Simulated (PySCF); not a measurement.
## UHF on Se(2+) (selenium, charge +2)

Configuration: [Ar] 3d10 4s1 4p3, high-spin 5S determinant (an excited configuration). Calculation: PySCF 2.14, in aug-cc-pVQZ-DK (8s7p5d3f2g, 93 functions); the spin-free X2C one-electron Hamiltonian (Gaussian nucleus).

| Property | Result |
| --- | --- |
| Total energy | -2426.759981 hartree |
| One-electron energy | -3350.0635 hartree |
| Hartree (Coulomb) energy | 1009.8227 hartree |
| Exchange energy | -86.5192 hartree |
| ⟨S²⟩ | 6.0015 |
| ⟨L²⟩ | 0.000 |
| Sum of ⟨r⟩ | 19.97 bohr |
| Sum of ⟨r²⟩ | 24.61 bohr² |
| Langevin diamagnetic susceptibility | -19.5 ×10⁻⁶ cm³/mol |

| shell | electrons | mean orbital energy (hartree) | rms radius, mean of both spins (bohr) |
| --- | --- | --- | --- |
| 1s α | 1 | -468.95892 | 0.0508 |
| 1s β | 1 | -468.93518 | 0.0508 |
| 2s α | 1 | -63.22267 | 0.212 |
| 2s β | 1 | -63.20417 | 0.212 |
| 2p α | 3 | -55.54396 | 0.189 |
| 2p β | 3 | -55.52518 | 0.189 |
| 3s α | 1 | -10.11022 | 0.613 |
| 3s β | 1 | -10.05351 | 0.613 |
| 3p α | 3 | -7.62118 | 0.635 |
| 3p β | 3 | -7.57358 | 0.635 |
| 3d α | 5 | -3.48245 | 0.692 |
| 3d β | 5 | -3.45655 | 0.692 |
| 4s α | 1 | -1.81973 | 1.81 |
| 4p α | 3 | -1.22179 | 2.09 |

Densities and radii are taken from the X2C orbitals without a picture-change correction, which distorts them close to the nucleus.

Spin-orbit constants ζ (cm⁻¹) from the X2C one-electron operator on these orbitals: bare nucleus, nucleus screened by l(l+1)(2l+1)/3 electrons, and screened by the Breit-Pauli mean field of the electrons.

```csv
shell,bare,screened nucleus,mean field
2p,231700,218100,n/a
3p,32530,30620,n/a
3d,3889,2745,n/a
4p,2697,2538,n/a
```
